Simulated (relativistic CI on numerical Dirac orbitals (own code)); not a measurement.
# How well does a small relativistic CI reproduce K VIII?

Calculated at this level of theory: Dirac-Coulomb-Breit CI, separate exchange-only KLI orbitals for each configuration, QED by a radiative potential, unscaled Slater integrals (own radial code, finite nucleus).

Configuration list (outside the closed core [Ne]): 3s2, 3s.3p, 3p2, 3s.3d, 3d2, 3p.3d, 3p.4s, 3s.4s, 3s.4p, 3d.4s, 3s.4d, 3s.4f, 3s.5s, 3s.5p, 3s.5d, 4s2. Levels of other configurations are missing.

```
Configuration  Term (tabulated)  J  Measured (cm⁻¹)  Computed  Error  Purity (%)
          3s2                1S  0              0.0         0      0          97
        3s.3p               3P°  0         128097.0    126650  -1447         100
        3s.3p               3P°  1         129209.0    127754  -1455          99
        3s.3p               3P°  2         131582.0    130096  -1486         100
        3s.3p               1P°  1         192537.0    195687   3150          96
          3p2                1D  2         300317.0    299320   -997          76
          3p2                3P  0         304820.0    305102    282          99
          3p2                3P  1         306179.0    306426    247          99
          3p2                3P  2         308756.0    308933    177          97
          3p2                1S  0         357590.0    361828   4238          93
        3s.3d                3D  1         368127.0    370184   2057         100
        3s.3d                3D  2         368206.0    370247   2041         100
        3s.3d                3D  3         368337.0    370350   2013         100
        3s.3d                1D  2         419030.0    429348  10318          77
        3p.3d               3F°  2         503756.0    503588   -168          97
        3p.3d               3F°  3         505184.0    505000   -184         100
        3p.3d               3F°  4         506945.0    506731   -214         100
        3p.3d               1D°  2         510993.0    511252    259          97
        3p.3d               3P°  2         535330.0    538220   2890          87
        3p.3d               3P°  1         536211.0    539171   2960          78
        3p.3d               3P°  0         537314.0    540234   2920          99
        3p.3d               3D°  1         538541.0    541519   2978          78
        3p.3d               3D°  2         539020.0    541983   2963          87
        3p.3d               3D°  3         539175.0    542133   2958         100
        3p.3d               1F°  3         576421.0    586528  10107          98
        3p.3d               1P°  1         585418.0    598932  13514          95
        3s.4s                3S  1         631861.0    632235    374         100
        3s.4s                1S  0         644451.0    649007   4556         100
        3s.4p               1P°  1         695386.0    695966    580          90
          3d2                3F  2         742660.0    745517   2857         100
          3d2                3F  3         742797.0    745625   2828         100
          3d2                3F  4         742952.0    745760   2808         100
          3d2                1G  4         756866.0    768749  11883         100
          3d2                1D  2         757420.0    763664   6244          78
          3d2                3P  0         762399.0    765709   3310          99
          3d2                3P  1         762470.0    765749   3279          99
          3d2                3P  2         762534.0    765801   3267          99
        3s.4d                3D  1         770344.0    772076   1732         100
        3s.4d                3D  2         770430.0    772108   1678         100
        3s.4d                3D  3         770580.0    772160   1580         100
        3s.4d                1D  2         773838.0    777595   3757          79
        3p.4s               3P°  0         794832.0    794796    -36          99
        3p.4s               3P°  1         795744.0    795814     70          98
        3p.4s               3P°  2         798464.0    798425    -39          99
        3s.4f               3F°  2         801673.0    800689   -984         100
        3s.4f               3F°  3         801681.0    800700   -981         100
        3s.4f               3F°  4         801707.0    800719   -988         100
          3d2                1S  0         803924.0    819040  15116          96
        3s.4f               1F°  3         809317.0    811433   2116          98
        3s.5s                3S  1         885074.0    882005  -3069         100
        3s.5s                1S  0         893057.0    888177  -4880         100
        3s.5p               1P°  1         912950.0    914989   2039          98
        3s.5d                1D  2         947146.0    947375    229          98
        3s.5d                3D  3         948489.0    947006  -1483         100
        3s.5d                3D  2         948518.0    946977  -1541         100
        3s.5d                3D  1         948543.0    946961  -1582         100
```

Measured levels from Sansonetti, J. Phys. Chem. Ref. Data 37, 7 (2008); pairs were made by configuration, J and term (by order where the table uses no LS term), so strongly mixed levels may be paired wrongly.

Mean error by configuration (cm⁻¹): 3s.3p -309; 3p2 790; 3s.3d 4107; 3p.3d 3415; 3s.4s 2465; 3s.4p 580; 3d2 5732; 3s.4d 2187; 3p.4s -2; 3s.4f -209; 3s.5s -3974; 3s.5p 2039; 3s.5d -1094. Over the excited levels the mean absolute error is 2871 cm⁻¹ (55 of the 64 excited levels that our extract of the source holds in range could be paired, and the others can miss by more), and the median relative error of those above 1,000 cm⁻¹ is 0.38 %.
